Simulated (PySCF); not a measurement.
15N chemical shifts

[PySCF 2.14: shielding tensors at PBE0/pcSseg-1 (GIAO); GFN2-xTB geometry; non-relativistic Hamiltonian; isolated molecule; single conformer; rapidly exchanging positions averaged]

Shieldings were converted by a linear fit to measured shifts: 15N: δ = -148.07 − 0.921σ (rms 6.3 ppm, 71 shifts vs CH3NO2, solution or neat liquid). Occasional misses reach two or three times the rms, and more in compound classes unlike the fitted ones.

Problem. Give the 15N shifts of `C=Cc1cncc(F)c1`, `[H]/N=C/CCCC(F)(F)F`, `C#CC#CN=C=S`.

Solution. 
| compound | environment | δ (ppm) |
| --- | --- | --- |
| C=Cc1cncc(F)c1 | pyridine-type ring nitrogen | -54.9 |
| [H]/N=C/CCCC(F)(F)F | imine nitrogen | -71.2 |
| C#CC#CN=C=S | heterocumulene nitrogen | -299.7 |

Problem. Order these by 15N shift, lowest first.
A. C=C[C@](C)(N)C[SiH2]C(F)F
B. C#Cc1ccnc(C#C)c1
C. CC(C)(N)C(F)=C(F)F
D. C=C1/C(=C\F)C[C@@H]1C#N

Solution. C (-335.2 ppm, amine nitrogen), A (-308.7 ppm, amine nitrogen), D (-117.1 ppm, nitrile nitrogen), B (-56.7 ppm, pyridine-type ring nitrogen).
